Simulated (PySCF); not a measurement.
Ga(OH)2(OtBu), C₄H₁₁GaO₃, SMILES [O](C(C)(C)C)[Ga]([OH])[OH], singlet, GFN2-xTB optimised geometry.

```
19

Ga     0.81    -0.78     0.00
O     -0.11    -2.28     0.00
H      0.33    -3.13     0.00
O      2.55    -0.78     0.00
H      3.05    -1.60    -0.02
O      0.13     0.82     0.00
C     -1.25     1.18     0.06
C     -1.86     0.70     1.37
C     -1.27     2.71    -0.02
C     -2.00     0.57    -1.12
H     -2.90     0.98     1.44
H     -1.31     1.13     2.21
H     -1.77    -0.39     1.42
H     -0.71     3.13     0.81
H     -2.30     3.07     0.02
H     -0.81     3.03    -0.95
H     -1.92    -0.52    -1.06
H     -1.55     0.90    -2.06
H     -3.05     0.85    -1.11
```

Density from PBE0/def2-SVP in PySCF at that geometry.

Minimum of the electron density along straight lines between bonded atoms, close to the bond critical point (lines longer than 1.1 times the sum of covalent radii, or with two minima, are not listed):

| bond | length / Å | ρ at the minimum / e bohr⁻³ | ∇²ρ there / e bohr⁻⁵ | position (fraction from the first atom) |
|---|---|---|---|---|
| Ga1–O2 | 1.762 | 0.135 | 0.88 | 0.48 |
| O2–H3 | 0.955 | 0.358 | -2.34 | 0.81 |
| Ga1–O4 | 1.743 | 0.140 | 0.94 | 0.48 |
| O4–H5 | 0.956 | 0.357 | -2.33 | 0.81 |
| Ga1–O6 | 1.742 | 0.141 | 0.92 | 0.48 |
| O6–C7 | 1.420 | 0.249 | -0.39 | 0.66 |
| C7–C8 | 1.528 | 0.249 | -0.58 | 0.50 |
| C7–C9 | 1.533 | 0.247 | -0.58 | 0.51 |
| C7–C10 | 1.528 | 0.249 | -0.58 | 0.50 |
| C8–H11 | 1.087 | 0.276 | -1.01 | 0.62 |
| C8–H12 | 1.088 | 0.276 | -1.01 | 0.62 |
| C8–H13 | 1.092 | 0.274 | -0.99 | 0.62 |
| C9–H14 | 1.087 | 0.277 | -1.02 | 0.63 |
| C9–H15 | 1.087 | 0.276 | -1.00 | 0.62 |
| C9–H16 | 1.087 | 0.277 | -1.02 | 0.63 |
| C10–H17 | 1.091 | 0.275 | -1.00 | 0.62 |
| C10–H19 | 1.087 | 0.276 | -1.01 | 0.62 |
